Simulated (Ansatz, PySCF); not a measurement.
This PySCF input computes a SVWN5/def2-TZVPD energy:

```python
from pyscf import gto, scf, dft

mol = gto.M(
    atom='''
    C     0.28394200   -0.06438583   -0.02034964
    Br    0.34753579    1.75978183   -0.47948918
    Br   -0.00023960   -0.49137397    1.79055149
    Br   -0.39597196   -1.25737028   -1.30757380
    ''',
    basis='def2-tzvpd',
    charge=0,
    spin=1,
    verbose=4,
)

mf = dft.UKS(mol, xc='svwn').density_fit(auxbasis='def2-universal-jkfit')
mf.grids.level = 3
mf.conv_tol = 1e-9
mf.max_cycle = 100
mf.max_memory = 1500
mf.kernel()
if not mf.converged:
    mf = mf.newton()
    mf.kernel(mf.make_rdm1())
for _ in range(2):
    mo, _, stable, _ = mf.stability(return_status=True)
    if stable:
        break
    mf.kernel(mf.make_rdm1(mo, mf.mo_occ))
mf.analyze()
```

**Question.** Write an input for the same energy in Ansatz (a program for electronic structure) and say what it gives.

**Answer.** 
Ansatz 0.2 input:
```yaml
crystal:
  periodic: [false, false, false]
  atoms:
    - {symbol: C, position_ang: [0.28394200, -0.06438583, -0.02034964]}
    - {symbol: Br, position_ang: [0.34753579, 1.75978183, -0.47948918]}
    - {symbol: Br, position_ang: [-0.00023960, -0.49137397, 1.79055149]}
    - {symbol: Br, position_ang: [-0.39597196, -1.25737028, -1.30757380]}
basis:
  gaussian:
    orbitals: def2-TZVPD
hamiltonian:
  xc: {name: SVWN5}
magnetization: {spin_polarized: true, initial_magnetization: 1}
output: {forces: true}
```
It gives -7749.55494 Eh, and PySCF -7749.55498 Eh, a difference of 0.04 mEh, from the treatment of integrals and grids.

It need not be the lowest isomer of its formula.
